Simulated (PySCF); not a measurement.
PySCF job for 4-methyl-1,3-thiazole (C4H5NS), SMILES Cc1cscn1, PBE0-D3(BJ)/def2-SVP. Geometry optimised at PBE0-D3(BJ)/def2-SVP.

```python
import numpy as np
from pyscf import gto, scf, dft, df
from pyscf.hessian import thermo

mol = gto.M(
    atom='''
    C    -0.17230848    2.43432913   -0.00000000
    C    -0.03310040    0.94925039   -0.00000000
    C    -1.06319014    0.04178827    0.00000000
    S    -0.44636307   -1.56086429    0.00000000
    C     1.15372978   -0.90599376   -0.00000000
    N     1.21820285    0.38756763    0.00000000
    H    -1.22680670    2.73988962   -0.00000000
    H     0.31963793    2.86569215   -0.88527130
    H     0.31963793    2.86569215    0.88527130
    H    -2.13372379    0.23883910    0.00000000
    H     2.02485930   -1.56550194    0.00000000
    ''',
    basis='def2-SVP',
    charge=0,
    spin=0,
    max_memory=1600,
    verbose=3,
)
mf = dft.RKS(mol, xc='pbe0').density_fit(auxbasis='def2-universal-jkfit')
mf.disp = 'd3bj'
mf.grids.level = 3
mf.conv_tol = 1e-11
mf.max_cycle = 100
mf.kernel()

# [left out here: the lines that compute and print the analytic Hessian (its translational invariance restored by hand, since the grid's response is missing), thermochemistry and intensities]
```

Program output:

```
converged SCF energy = -607.718703217997

WARN: DFTD3 does not support analytical Hessian, using finite difference


WARN: Mole.unit (angstrom) is changed to Bohr

Mode                                 0                   1                   2
Irrep
Freq [cm^-1]                      124.0027            236.7867            337.5162
Reduced mass [au]                   1.0727              3.3485              2.7433
Force const [Dyne/A]                0.0097              0.1106              0.1841
Char temp [K]                     178.4122            340.6833            485.6107
Normal mode                   x     y     z       x     y     z       x     y     z
       0   C                 0.00 -0.00  0.02    0.00  0.00  0.11   -0.13 -0.03  0.00
       1   C                -0.00 -0.00 -0.02   -0.00  0.00 -0.12    0.10 -0.00 -0.00
       2   C                -0.00 -0.00  0.01   -0.00 -0.00 -0.14    0.07  0.05 -0.00
       3   S                 0.00  0.00  0.02    0.00 -0.00  0.06   -0.03  0.03  0.00
       4   C                -0.00  0.00 -0.03   -0.00  0.00  0.03    0.01 -0.05 -0.00
       5   N                -0.00  0.00 -0.04   -0.00  0.00 -0.08    0.09 -0.05 -0.00
       6   H                 0.00  0.00 -0.50    0.00  0.00  0.29   -0.21 -0.29 -0.00
       7   H                 0.48  0.06  0.32   -0.10  0.18  0.15   -0.26  0.10 -0.01
       8   H                -0.48 -0.06  0.32    0.10 -0.18  0.15   -0.26  0.10  0.01
       9   H                -0.00 -0.00  0.02   -0.00 -0.00 -0.15    0.08  0.12 -0.00
      10   H                 0.00  0.00 -0.04    0.00  0.00  0.10   -0.03 -0.11 -0.00
Mode                                 3                   4                   5
Irrep
Freq [cm^-1]                      501.6936            569.8547            669.0307
Reduced mass [au]                   4.2156              6.9183              4.3417
Force const [Dyne/A]                0.6251              1.3237              1.1450
Char temp [K]                     721.8255            819.8940            962.5862
Normal mode                   x     y     z       x     y     z       x     y     z
       0   C                 0.00  0.00 -0.00    0.01 -0.16 -0.00    0.00  0.00  0.03
       1   C                -0.00  0.00  0.09   -0.02 -0.08  0.00   -0.00  0.00  0.17
       2   C                -0.00 -0.00 -0.13   -0.07 -0.01 -0.00   -0.00 -0.00 -0.07
       3   S                 0.00 -0.00  0.06    0.03  0.12 -0.00    0.00  0.00 -0.00
       4   C                -0.00  0.00 -0.16    0.01 -0.01  0.00   -0.00 -0.00  0.09
       5   N                -0.00  0.00  0.09   -0.01 -0.01  0.00   -0.00 -0.00 -0.15
       6   H                 0.00  0.00 -0.04    0.02 -0.12  0.00    0.00  0.00 -0.09
       7   H                 0.00 -0.09 -0.04    0.04 -0.19  0.00    0.02 -0.23 -0.08
       8   H                -0.00  0.09 -0.04    0.04 -0.19 -0.00   -0.02  0.23 -0.08
       9   H                -0.00 -0.00 -0.25   -0.07 -0.01 -0.00   -0.00 -0.00 -0.19
      10   H                 0.00  0.00 -0.31   -0.01 -0.03  0.00   -0.00 -0.00  0.07
Mode                                 6                   7                   8
Irrep
Freq [cm^-1]                      692.2953            747.8990            825.5245
Reduced mass [au]                   6.8752              1.2286              1.2062
Force const [Dyne/A]                1.9414              0.4049              0.4843
Char temp [K]                     996.0587           1076.0601           1187.7460
Normal mode                   x     y     z       x     y     z       x     y     z
       0   C                -0.02  0.11  0.00   -0.00  0.00 -0.01    0.00 -0.00  0.01
       1   C                -0.02  0.03 -0.00    0.00  0.00 -0.00   -0.00 -0.00  0.03
       2   C                -0.03  0.01  0.00    0.00  0.00  0.11   -0.00  0.00 -0.04
       3   S                 0.08  0.04  0.00    0.00  0.00  0.00    0.00 -0.00  0.01
       4   C                -0.03 -0.13 -0.00   -0.00 -0.00 -0.06   -0.00  0.00 -0.11
       5   N                -0.08 -0.12  0.00    0.00 -0.00 -0.01   -0.00  0.00  0.01
       6   H                -0.03  0.08 -0.00   -0.00  0.00  0.05    0.00 -0.00 -0.05
       7   H                -0.04  0.13 -0.00    0.00  0.06  0.03    0.00 -0.08 -0.02
       8   H                -0.04  0.13  0.00   -0.00 -0.06  0.03   -0.00  0.08 -0.02
       9   H                -0.05 -0.12  0.00    0.00  0.00 -0.81   -0.00  0.00  0.36
      10   H                -0.04 -0.14 -0.00   -0.00 -0.00  0.36   -0.00  0.00  0.82
Mode                                 9                  10                  11
Irrep
Freq [cm^-1]                      852.2862            906.5225            971.3446
Reduced mass [au]                   4.6983              3.7755              3.0195
Force const [Dyne/A]                2.0108              1.8280              1.6786
Char temp [K]                    1226.2500           1304.2840           1397.5487
[...]
       7   H                 0.21 -0.29  0.06    0.05  0.49  0.14   -0.07  0.15 -0.01
       8   H                 0.21 -0.29 -0.06   -0.05 -0.49  0.14   -0.07  0.15  0.01
       9   H                 0.16  0.30  0.00   -0.00 -0.00  0.08    0.17  0.75  0.00
      10   H                 0.05  0.03  0.00    0.00  0.00  0.05   -0.09 -0.11  0.00
Mode                                15                  16                  17
Irrep
Freq [cm^-1]                     1252.2891           1373.5749           1404.9595
Reduced mass [au]                   1.3766              1.6311              2.3356
Force const [Dyne/A]                1.2720              1.8132              2.7163
Char temp [K]                    1801.7652           1976.2685           2021.4239
Normal mode                   x     y     z       x     y     z       x     y     z
       0   C                 0.02 -0.02  0.00   -0.03 -0.08 -0.00    0.04 -0.11 -0.00
       1   C                -0.07  0.08  0.00    0.11 -0.06 -0.00   -0.15  0.05  0.00
       2   C                 0.04  0.02  0.00   -0.02  0.03 -0.00    0.06  0.02  0.00
       3   S                -0.00 -0.01  0.00   -0.00 -0.01 -0.00    0.00  0.00  0.00
       4   C                 0.09  0.00 -0.00    0.03  0.02  0.00   -0.02  0.00 -0.00
       5   N                -0.03  0.03 -0.00   -0.08  0.04  0.00    0.07 -0.05 -0.00
       6   H                -0.02 -0.17 -0.00    0.10  0.37  0.00    0.15  0.30  0.00
       7   H                -0.02 -0.08 -0.04    0.03  0.35  0.22   -0.23  0.26  0.02
       8   H                -0.02 -0.08  0.04    0.03  0.35 -0.22   -0.23  0.26 -0.02
       9   H                 0.03 -0.01  0.00   -0.05 -0.15  0.00    0.07  0.03  0.00
      10   H                -0.42 -0.69 -0.00   -0.14 -0.20  0.00    0.06  0.10 -0.00
Mode                                18                  19                  20
Irrep
Freq [cm^-1]                     1444.6003           1457.1697           1527.5381
Reduced mass [au]                   1.0418              1.1622              7.5937
Force const [Dyne/A]                1.2809              1.4540             10.4398
Char temp [K]                    2078.4583           2096.5427           2197.7872
Normal mode                   x     y     z       x     y     z       x     y     z
       0   C                -0.00 -0.00 -0.05    0.04  0.02 -0.00    0.01 -0.05 -0.00
       1   C                -0.00  0.00 -0.02    0.05 -0.06 -0.00    0.03  0.10  0.00
       2   C                -0.00 -0.00  0.00    0.01  0.04  0.00   -0.04 -0.05  0.00
       3   S                 0.00  0.00 -0.00   -0.00 -0.00  0.00   -0.00 -0.00  0.00
       4   C                -0.00 -0.00 -0.00    0.01  0.01 -0.00   -0.01 -0.19 -0.00
       5   N                 0.00 -0.00  0.00   -0.03  0.02  0.00    0.00  0.15 -0.00
       6   H                -0.00 -0.00  0.70    0.12  0.37  0.00    0.05  0.07  0.00
       7   H                 0.39 -0.29  0.04   -0.41 -0.21 -0.35   -0.06  0.00 -0.01
       8   H                -0.39  0.29  0.04   -0.41 -0.21  0.35   -0.06  0.00  0.01
       9   H                 0.00  0.00  0.01   -0.02 -0.10  0.00   -0.02  0.12  0.00
      10   H                 0.00  0.00 -0.00   -0.04 -0.05 -0.00    0.17  0.01 -0.00
Mode                                21                  22                  23
Irrep
Freq [cm^-1]                     1605.1062           3063.8825           3149.7848
Reduced mass [au]                   7.2375              1.0380              1.1029
Force const [Dyne/A]               10.9861              5.7410              6.4470
Char temp [K]                    2309.3904           4408.2448           4531.8390
Normal mode                   x     y     z       x     y     z       x     y     z
       0   C                -0.01 -0.05 -0.00   -0.01 -0.05 -0.00    0.00 -0.00  0.09
       1   C                 0.10  0.17  0.00   -0.00  0.00 -0.00    0.00  0.00  0.00
       2   C                -0.09 -0.11  0.00   -0.00  0.00  0.00   -0.00  0.00  0.00
       3   S                 0.00  0.00  0.00    0.00 -0.00  0.00   -0.00 -0.00  0.00
       4   C                 0.01  0.09 -0.00   -0.00 -0.00 -0.00   -0.00 -0.00 -0.00
       5   N                -0.00 -0.10 -0.00   -0.00  0.00 -0.00    0.00 -0.00 -0.00
       6   H                 0.05  0.13  0.00   -0.46  0.13  0.00   -0.00  0.00  0.01
       7   H                -0.06 -0.07 -0.04    0.27  0.23 -0.49    0.31  0.26 -0.53
       8   H                -0.06 -0.07  0.04    0.27  0.23  0.49   -0.31 -0.26 -0.53
       9   H                -0.07  0.12  0.00    0.00 -0.00  0.00    0.00 -0.00 -0.00
      10   H                -0.06  0.01 -0.00    0.00 -0.00 -0.00   -0.00 -0.00  0.00
Mode                                24                  25                  26
Irrep
Freq [cm^-1]                     3180.8301           3240.9424           3283.6696
Reduced mass [au]                   1.1048              1.0958              1.0968
Force const [Dyne/A]                6.5858              6.7817              6.9678
Char temp [K]                    4576.5063           4662.9945           4724.4695
Normal mode                   x     y     z       x     y     z       x     y     z
       0   C                 0.09  0.00 -0.00   -0.00 -0.00  0.00   -0.00  0.00 -0.00
       1   C                 0.00  0.00 -0.00   -0.00  0.00 -0.00    0.00  0.00 -0.00
       2   C                -0.00 -0.00 -0.00    0.00  0.00  0.00   -0.08  0.01  0.00
       3   S                -0.00 -0.00 -0.00   -0.00 -0.00  0.00    0.00 -0.00  0.00
       4   C                 0.00  0.00  0.00    0.07 -0.05 -0.00    0.00 -0.00  0.00
       5   N                -0.00 -0.00  0.00    0.00  0.00 -0.00    0.00 -0.00 -0.00
       6   H                -0.80  0.23 -0.00    0.00 -0.00  0.00    0.01 -0.00 -0.00
       7   H                -0.13 -0.13  0.27    0.00  0.00 -0.00   -0.00 -0.00 -0.00
       8   H                -0.13 -0.13 -0.27    0.00  0.00  0.00   -0.00 -0.00  0.00
       9   H                 0.01 -0.00 -0.00   -0.02  0.01  0.00    0.93 -0.17 -0.00
      10   H                -0.00  0.00  0.00   -0.76  0.57 -0.00   -0.02  0.02  0.00
temperature 298.1500 [K]
pressure 101325.00 [Pa]
Rotational constants [GHz] 7.33293 2.52669 1.90153
Symmetry number 1
Zero-point energy (ZPE) 0.08345 [Eh]   219092.569 [J/mol]
                           tot       elec      trans        rot        vib
Entropy [J/mol/K]       315.477      0.000    166.074    111.354     38.049
Cv [J/mol/K]             82.826      0.000     12.472     12.472     57.883
Cp [J/mol/K]             91.141      0.000     20.786     12.472     57.883
Internal energy [J/mol]                      3718.434   3718.434 226107.948
Internal energy [Eh]   -607.62975  -607.71870
Enthalpy [J/mol]                             6197.391   3718.434 226107.948
Enthalpy [Eh]          -607.62881
Gibbs free energy [J/mol]                  -43317.495 -29481.870 214763.525
Gibbs free energy [Eh] -607.66463
mode   freq/cm-1   IR/(km/mol)
   1      124.00         0.825
   2      236.79         4.299
   3      337.52         2.791
   4      501.69         2.933
   5      569.85         1.562
   6      669.03         0.098
   7      692.30         0.997
   8      747.90        10.520
   9      825.52        36.295
  10      852.29         9.323
  11      906.52        29.634
  12      971.34        10.150
  13     1003.29        11.519
  14     1049.71         5.822
  15     1157.31         2.029
  16     1252.29         0.614
  17     1373.57         5.274
  18     1404.96        18.171
  19     1444.60         8.325
  20     1457.17        11.479
  21     1527.54        28.469
  22     1605.11        50.114
  23     3063.88        14.924
  24     3149.78         5.061
  25     3180.83         6.724
  26     3240.94         0.039
  27     3283.67         3.011
max |gradient| / (hartree/bohr): 4.361439774748808e-05
APT charges: [ 0.0103  0.2184 -0.0994 -0.0676  0.2468 -0.5015  0.0086  0.0073  0.0073
  0.0972  0.0725]
```

The run converged.

Cost: roughly 3.0 core-minutes.
